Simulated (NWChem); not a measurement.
Molecule: C2H4O2Si; SMILES [SiH2]1OC(C1)=O

```xyz
9

O      0.1244     2.1353     0.0000
C      0.0256     0.9517     0.0000
C     -1.2146     0.0417     0.0000
Si     0.0667    -1.3304     0.0000
O      1.0754     0.0744     0.0000
H     -1.8376     0.1904    -0.8938
H     -1.8376     0.1904     0.8938
H      0.2407    -2.1482    -1.2275
H      0.2407    -2.1482     1.2275
```
Atoms are numbered in this order, from 1.

Program: NWChem. Pople sets run with spherical d functions. Coordinates come from a PBE0/def2-SVP optimisation. Atomic charges in e: unrestrained fits to the electrostatic potential beside Mulliken populations; buried atoms are poorly determined by the fit.

For level Hartree-Fock/6-31G*:

| Property | Value |
|---|---|
| Mulliken O1 | -0.53 |
| ESP C2 | 0.93 |
| Mulliken C2 | 0.82 |
| Mulliken C3 | -0.73 |
| ESP Si4 | 0.84 |
| Mulliken Si4 | 1.00 |
| Mulliken O5 | -0.76 |

How do the values read with level B3LYP/def2-SVP instead?


| Item | Result |
|---|---|
| Mulliken O1 | -0.16 |
| ESP C2 | 0.83 |
| Mulliken C2 | 0.20 |
| Mulliken C3 | -0.25 |
| ESP Si4 | 0.69 |
| Mulliken Si4 | 0.60 |
| Mulliken O5 | -0.39 |
